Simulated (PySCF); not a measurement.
# Computed records: BGe₂H₈N

All values are calculated (PySCF 2.14.0). Calculation on a computer-drawn molecule: the log of a Hartree-Fock and frozen-core CCSD(T) single point meant for a local Hartree-Fock minimum, with one planted fault or none, to be diagnosed. Offsets are logged minus clean, where the clean run is the same molecule without the fault. The reference is restricted for singlets and unrestricted otherwise, and also for a bond in bohr or an excited solution. Adding or removing an electron swaps singlet and doublet. The excited solution moves the top pair (singlet) or top alpha electron (doublet) to the lowest empty orbital. Highest occupied and lowest empty are orbital energies over both spins, largest force is the largest gradient component, triples share is (T) over the correlation energy, the T1 limit is 0.02 restricted and 0.045 unrestricted, electrons count all cores, a negative frequency is imaginary (commonest isotopes), and the dipole is about the centre of nuclear charge; on germanium a core potential holds 10 electrons, which the energies leave out, and 3d is frozen in MP2 and coupled-cluster steps.

```json
{"formula": "BGe2H8N", "logged_structure": {"atoms_angstrom": [["N", -0.309, -1.4619, 0.1821], ["Ge", -0.245, -0.3095, 1.6298], ["B", 0.9787, 1.3167, 1.1838], ["Ge", 1.7004, 1.7322, -0.7328], ["H", -0.7142, -1.0581, -0.6458], ["H", -0.7955, -2.3234, 0.3652], ["H", -1.6402, 0.2058, 2.0524], ["H", 0.3147, -1.1361, 2.796], ["H", 1.3096, 2.0344, 2.0866], ["H", 3.016, 0.9621, -0.9251], ["H", 0.7293, 1.283, -1.8344], ["H", 1.989, 3.2253, -0.9449]]}, "given": {"meant_charge": 0, "meant_multiplicity": 1, "meant_basis": "cc-pVDZ", "meant_basis_and_core_potential_on_germanium": "cc-pVDZ-PP ECP10MDF", "logged_electrons": 84, "logged_basis_functions": 114, "logged_SCF_converged": "yes", "logged_spin_squared": 0.0, "logged_highest_occupied [eV]": -10.115, "logged_lowest_empty [eV]": 1.0257, "logged_largest_force [hartree/bohr]": 1.2921e-05, "logged_lowest_frequency [cm^-1]": 49.101, "logged_T1_diagnostic": 0.012296, "logged_D1_diagnostic": 0.035775, "logged_triples_share": 0.025597, "logged_CC_converged": "yes", "logged_dipole_magnitude [debye]": 1.0802, "logged_SCF_stable_within_its_kind": "yes", "logged_energy_HF [hartree]": -670.5118, "logged_energy_CCSD(T) [hartree]": -671.04322, "possible_faults": "no fault, one electron removed, one electron added, multiplicity raised by two, geometry at a saddle point, SCF held on an excited solution, minimal basis STO-3G, one bond length entered in bohr, all coordinates scaled", "drawn_bonds_atom": [1, 2, 3, 1, 1, 2, 2, 3, 4, 4, 4], "drawn_bonds_other_atom": [2, 3, 4, 5, 6, 7, 8, 9, 10, 11, 12], "drawn_bonds_order": [1, 1, 1, 1, 1, 1, 1, 1, 1, 1, 1]}, "results": {"planted_fault": "no fault", "HF_energy_offset_from_clean_run [kcal/mol]": 0.0, "CCSD(T)_energy_offset_from_clean_run [kcal/mol]": 0.0}}
```
